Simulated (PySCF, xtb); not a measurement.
C₂H₆GeSi, SMILES C1=[CH][GeH2][SiH2]1.

Harmonic wavenumbers (cm⁻¹) from GFN2-xTB in xtb at its own minimum, in rising order: 203, 289, 320, 399, 416, 465, 479, 550, 612, 664, 732, 745, 786, 865, 941, 1074, 1253, 1553, 1793, 1872, 2215, 2218, 3010, 3027.

Q: What does PySCF with B3LYP-D3(BJ)/def2-SVP give at its own minimum? (An estimate is asked for; the answer gives what the named calculation found.)

A: 196, 339, 366, 401, 526, 546, 610, 645, 645, 702, 768, 773, 880, 959, 1017, 1056, 1265, 1557, 2102, 2107, 2200, 2205, 3117, 3140. Paired by order, the mean absolute difference is 73 cm⁻¹ and the zero-point energies are 37.9 and 40.2 kcal/mol.
